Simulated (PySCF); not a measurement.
How methods differ on the excitation energy of Mo⁺

Mo⁺ [Kr] 4d5 (6S) → Mo⁺ [Kr] 4d4 5p1 (high-spin determinant), as a difference of total energies. All numbers are calculated (PySCF 2.14, the spin-free X2C one-electron Hamiltonian (Gaussian nucleus), in x2c-TZVPPall). Correlated levels: valence: [Kr] frozen. The calculations carry no spin-orbit coupling.

```
           method  excitation energy (cm⁻¹)
              UHF                     45014
    MP2 (valence)                     47881
SCS-MP2 (valence)                     45970
   CCSD (valence)                     47672
CCSD(T) (valence)                     47692
```

The basis was made for the ground configuration and has no added diffuse functions, so the excitation energy can come out too high.

The determinant of the upper state mixes LS terms, which raises its energy above the lowest term, most at the Hartree-Fock and MP2 levels.
